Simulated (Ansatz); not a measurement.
AuF3H6NPSi2 (`F[P+](F)(F)[Au-][N]([SiH3])[SiH3]`) at its PBE0-D4/def2-TZVP geometry, where that method's forces vanish. Charge 0, multiplicity 1. Au: def2 effective core potential.

```xyz
14

F     0.6908    4.0397    1.0027
P     0.2000    3.2245   -0.2142
F     1.1321    3.8066   -1.2992
F    -1.0981    3.9949   -0.5376
Au    0.0678    1.0612   -0.0341
N    -0.0566   -0.9184    0.1432
Si   -1.6270   -1.6186    0.1031
Si    1.4164   -1.8063    0.1329
H    -2.5750   -0.8512    0.9602
H    -1.5596   -3.0221    0.5979
H    -2.2231   -1.6481   -1.2652
H     2.4302   -1.1695    1.0210
H     2.0384   -1.8979   -1.2210
H     1.1636   -3.1947    0.6104
```

What forces (eV/Å) does PBE-D4/def2-TZVPP give on these atoms in Ansatz? (Estimate.)

Computed: 
```
F1   0.327  0.497  0.799
P2  -0.081 -1.130  0.095
F3   0.615  0.335 -0.697
F4  -0.850  0.448 -0.203
Au5 -0.003 -0.004 -0.007
N6   0.012  0.211  0.045
Si7 -0.296 -0.069 -0.021
Si8  0.286 -0.104 -0.015
H9  -0.091  0.068  0.085
H10  0.026 -0.142  0.053
H11 -0.059 -0.011 -0.136
H12  0.097  0.056  0.088
H13  0.060 -0.017 -0.135
H14 -0.044 -0.138  0.051
```
